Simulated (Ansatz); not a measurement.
Cost and result for the atomization energy of CH7FOSi2 (`FC[SiH2]O[SiH3]`) (12 atoms, 11 bonds).

```csv
atom,x (Å),y (Å),z (Å)
F1,0.411,-1.425,-1.500
C2,0.117,-0.109,-1.855
Si3,0.559,1.038,-0.423
O4,-0.287,0.615,0.906
Si5,-0.610,-0.619,1.935
H6,0.683,0.138,-2.761
H7,-0.949,-0.056,-2.103
H8,2.017,0.939,-0.153
H9,0.198,2.427,-0.803
H10,-1.608,-1.537,1.330
H11,0.633,-1.372,2.244
H12,-1.164,-0.038,3.182
```

The species carries charge 0 and has multiplicity 1. Geometry: relaxed with PBE0-D4/def2-TZVP. It is one conformer, not always the lowest. Program: Ansatz. All runs use 4 threads of an Arm Neoverse V1 on a shared host. Times are those of one run each, without the atoms' runs, and a repeat can differ threefold. Electronic energies, without spin–orbit coupling; frozen cores. CCSD(T)/CBS adds CCSD(T) − MP2 in def2-TZVPP to the MP2 limit, and its time is that of the two runs behind it. T1 = 0.011. B3LYP takes the VWN-RPA correlation (the form of Gaussian; ORCA's B3LYP/G).

CCSD(T)/CBS is a level of theory with its own doubt, some kJ/mol a heavy atom from the limit and from the frozen cores, so smaller differences don't rank the functionals.

| level | functions | wall time | atomization (kcal/mol) | difference from CCSD(T)/CBS | per bond |
| --- | --- | --- | --- | --- | --- |
| PBE-D4/def2-TZVPP (with forces) | 275 | 2.8 s | 1002.1 | -2.7 | -0.2 |
| PBE0-D4/def2-TZVPP | 275 | 3.6 s | 989.6 | -15.2 | -1.4 |
| r2SCAN-D4/def2-TZVPP (with forces) | 275 | 6 s | 1000.9 | -3.9 | -0.3 |
| B3LYP-D4/def2-TZVPP (with forces) | 275 | 6 s | 1000.1 | -4.7 | -0.4 |
| B2PLYP/def2-TZVPP | 275 | 6.5 s | 990.2 | -14.6 | -1.3 |
| ωB97X-V/def2-TZVPP | 275 | 9 s | 1007.5 | 2.7 | 0.2 |
| ωB97M-V/def2-TZVPP (with forces) | 275 | 14 s | 1004.0 | -0.8 | -0.1 |
| MP2/def2-QZVPP | 521 | 28 s | 1005.4 | 0.6 | 0.1 |
| CCSD(T)/def2-TZVPP | 275 | 3.9 min | 977.7 | -27.1 | -2.5 |
| CCSD(T)/CBS(def2) | – | 4.4 min | 1004.8 | 0.0 | 0.0 |

In def2-TZVPP, CCSD(T) changes the Hartree–Fock value by +229.3 kcal/mol (the triples alone add +11.1 kcal/mol) and MP2 by +240.6 kcal/mol; breaking electron pairs costs correlation energy, which Hartree–Fock lacks. From PBE to PBE0 (25 % exact exchange), in def2-TZVPP and without D4, the atomization energy moves by −11.7 kcal/mol: exact exchange takes away binding that semilocal exchange gives to molecules. The D4 term adds +9.4 kcal/mol with B3LYP and +5.0 kcal/mol with PBE0; it sums over pairs of atoms, weighted by their polarisabilities, and B3LYP, whose exchange is more repulsive, gets the larger term.
